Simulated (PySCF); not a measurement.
Species: C3H4NSSi, net charge -1, singlet state. It need not be the lowest isomer of its formula. Whether it binds its extra electron was not tested at this geometry. SMILES: [SiH3]c1nc[c-]s1
Structure (B3LYP-D3(BJ)/def2-TZVP (Ansatz) minimum search):
```
C
N 1 1.3178
C 2 1.3786 1 111.08
H 3 1.0864 2 116.12 1 180.00
C 3 1.3928 4 123.10 2 180.00
S 5 1.7172 3 103.19 4 -180.00
Si 1 1.8330 2 123.21 3 180.00
H 7 1.4903 1 110.38 2 180.00
H 7 1.4935 8 106.24 1 124.16
H 7 1.4935 8 106.24 9 111.68
```
Charge -1, spin multiplicity 1.

Dispersion corrections to the total energy (kcal/mol) from the dftd3 and dftd4 libraries through PySCF: D3(BJ) without and D4 with the three-body term, each with the damping fitted for the functional named.

```
functional  D3(BJ)      D4
----------  ------  ------
revPBE      -16.73       …
PW6B95       -3.88   -6.99
B3LYP       -12.42  -13.08
HSE06        -4.87   -6.36
BP86        -11.69       …
BLYP        -15.08       …
PBE          -6.76   -8.05
```

Question: Complete the blanks.

Answer: 
- revPBE, D4: -24.45
- BP86, D4: -10.94
- BLYP, D4: -17.82
